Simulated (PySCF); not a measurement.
**Osmium: a sound run and one with changed settings**

Sound run: Os [Xe] 4f14 5d6 6s2, Os⁺ [Xe] 4f14 5d6 6s1. Computed with PySCF 2.14 in def2-SVP with the def2 core potential (60 electrons), with a scalar-relativistic core potential. The sound run starts from symmetry-adapted Hartree-Fock orbitals and uses a fine grid where one is needed.

Changed run: 14 angular points. This setting is unsound on purpose.

```tsv
species	method	sound run (hartree)	changed run (hartree)	converged
Os	UHF	-89.83174	-89.83174	yes
Os	PBE0	-90.54210	-90.53866	yes
Os	PBE	-90.58614	-90.58240	yes
Os⁺	UHF	-89.59232	-89.59232	yes
Os⁺	PBE0	-90.24619	-90.24060	yes
Os⁺	PBE	-90.28059	-90.27314	yes
```

Ionisation energy of Os:

| method | sound run (eV) | changed run (eV) |
| --- | --- | --- |
| UHF | 6.515 | 6.515 |
| PBE0 | 8.052 | 8.111 |
| PBE | 8.314 | 8.415 |

A coarse angular grid integrates products of high-l functions wrongly, so density functionals can shift, and the SCF can exploit the error; Hartree-Fock and MP2 need no grid.

For comparison, NIST gives 8.438 eV between the lowest levels.
